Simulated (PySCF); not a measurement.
C4H10PSSi (doublet state).
SMILES with atom numbers: `[CH2:1]=[CH:2][S:3][Si:4]([PH2:5])[CH2:6][CH3:7]` (hydrogens: H8, H9 on C1; H10 on C2; H11, H12 on P5; H13, H14 on C6; H15, H16, H17 on C7)

Structure used (GFN2-xTB), in Å, numbered top down from 1:
```
atom  x, y, z in Å
C1     3.469   -0.428   -1.297
C2     2.400   -0.192   -0.557
S3     0.772   -0.563   -1.093
Si4   -0.400    0.626    0.336
P5     0.636    0.602    2.345
C6    -2.060   -0.334    0.456
C7    -2.713   -0.559   -0.901
H8     3.386   -0.839   -2.288
H9     4.459   -0.220   -0.930
H10    2.462    0.210    0.446
H11    1.264    1.825    2.180
H12   -0.445    1.180    2.983
H13   -1.864   -1.301    0.927
H14   -2.746    0.206    1.110
H15   -2.969    0.389   -1.367
H16   -2.035   -1.090   -1.563
H17   -3.623   -1.147   -0.797
```

The hyperfine couplings belong to this conformer and change with its torsions.

Computed, not measured: UKS B3LYP, pcH-1 on C H P S Si, non-relativistic, mean-field spin-orbit, GIAO (PySCF). One conformer (not necessarily the lowest) at the GFN2-xTB geometry, without solvent, vibrations or thermal averaging. Couplings are sensitive to structure, and on GFN2-xTB geometries they can be far from those on DFT ones, by a factor of two or more for some ions and for spin on atoms past the first row. No stability test was run, so a lower SCF solution isn't excluded.

Problem. The isotropic 13C couplings are +32.7, -5.1, +4.1, +1.5 MHz. Assign them to C1; C2; C6; C7.

Solution. 
```tsv
site	a_iso (MHz)	ρ(0) (bohr⁻³)	position	distance from Si4 (Å)	spin population	largest |T| (MHz)
C1	+4.1	+0.0037	3 bonds from Si4	4.33	+0.05	7.3
C2	-5.1	-0.0045	2 bonds from Si4	3.05	-0.03	3.4
C6	+32.7	+0.0291	1 bond from Si4	1.92	+0.03	10.4
C7	+1.5	+0.0014	2 bonds from Si4	2.88	0.00	0.9
```

ρ(0) is the spin density at the nucleus and T the dipolar tensor; a_iso includes a spin–orbit part; entries for several nuclei are means. The largest Mulliken spin populations are on Si4 (+0.70), P5 (+0.12) and S3 (+0.12). Si4 is the only atom above +0.15. The angles at Si4 add up to 322.1°, so it is pyramidal.

Nuclei that the bonding pattern makes equivalent are averaged, as if the motion that swaps them (rotation, inversion, ring flip) were fast. The 1H value of +18.1 MHz is a mean of couplings from -2.6 to 38.9 MHz in this one geometry, not an average over conformers. The 1H value of +11.8 MHz is a mean of couplings from -3.0 to 26.6 MHz in this one geometry, not an average over conformers.
